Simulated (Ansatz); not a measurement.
BH6NOSi, relaxed with RKS PBE0-D4/def2-TZVP in Ansatz 0.2.0 from a PBE-D4/def2-SVP geometry. The force threshold is 0.005 eV/Å; the program also tests the step.

Total charge 0; spin multiplicity 1. The bonds changed during the relaxation, so this is another structure than the one it started from.

Start:

```xyz
10

B     1.117    0.236    0.756
Si   -0.626   -0.610    0.416
N     0.588    0.308   -0.777
O    -2.084    0.233    0.452
H     2.055   -0.527    0.905
H     1.113    1.315    1.321
H    -0.846   -1.936   -0.279
H     1.125   -0.182   -1.501
H     0.308    1.239   -1.107
H    -2.751   -0.076   -0.187
```

```json
{"step": "1", "energy (eV)": "-12183.7851", "largest force (eV/Å)": "0.890", "largest move (Å)": "0.000"}
{"step": "2", "energy (eV)": "-12183.8366", "largest force (eV/Å)": "0.480", "largest move (Å)": "0.025"}
{"step": "3", "energy (eV)": "-12183.8534", "largest force (eV/Å)": "0.137", "largest move (Å)": "0.023"}
{"step": "4 (rejected)", "energy (eV)": "-12183.8524", "largest force (eV/Å)": "0.202", "largest move (Å)": "0.029"}
{"step": "5", "energy (eV)": "-12183.8568", "largest force (eV/Å)": "0.031", "largest move (Å)": "0.014"}
{"step": "6 (rejected)", "energy (eV)": "-12183.8524", "largest force (eV/Å)": "0.248", "largest move (Å)": "0.042"}
{"step": "7", "energy (eV)": "-12183.8575", "largest force (eV/Å)": "0.017", "largest move (Å)": "0.015"}
{"step": "8", "energy (eV)": "-12183.8575", "largest force (eV/Å)": "0.009", "largest move (Å)": "0.003"}
{"step": "9", "energy (eV)": "-12183.8575", "largest force (eV/Å)": "0.004", "largest move (Å)": "0.002"}
```

End:

```xyz
10

B     1.103    0.225    0.776
Si   -0.613   -0.586    0.374
N     0.565    0.302   -0.771
O    -2.051    0.216    0.431
H     2.039   -0.513    0.894
H     1.115    1.299    1.305
H    -0.829   -1.916   -0.266
H     1.097   -0.185   -1.477
H     0.310    1.227   -1.091
H    -2.737   -0.069   -0.175
```

Run time 35 s (2 threads of an Arm Neoverse V1 on a shared host); peak host memory 0.34 GiB.
